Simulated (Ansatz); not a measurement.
`B/C=C/C` + H₂S → `C/C=C/S` + BH₃  (substitution at a C–B bond)

Gas-phase electronic energies from Ansatz, PBE0-D4/def2-TZVP geometries. CCSD(T)/CBS adds triple-zeta CCSD(T) − MP2 to the extrapolated MP2 energy (def2 sets, frozen cores). This one scheme is used for every species. Double bonds are as drawn, so ΔE can hold a change between cis and trans. DFT in def2-TZVPP. One conformer a species, not always the lowest.

| level | ΔE (kJ/mol) |
| --- | --- |
| ωB97X-V | 78.8 |
| CCSD/CBS(def2) | 81.3 |

Q: What does CCSD(T)/CBS give? (Estimate.)

A: The calculation gave: +80.3 kJ/mol. The listed levels differ from it by -1.5, 1.0 kJ/mol.

Largest T1 diagnostic among the species: 0.011.

At CCSD(T), def2-SVP lies +3.6 kJ/mol from the extrapolated value and def2-TZVPP +0.4 kJ/mol. Leaving LDA and LC-ωPBE aside and taking each functional with its dispersion term where it has one, the values, not all of them listed here, spread over 11.4 kJ/mol, from revPBE-D4 to B97M-V. LDA lies +5.1 kJ/mol from PBE without D4.
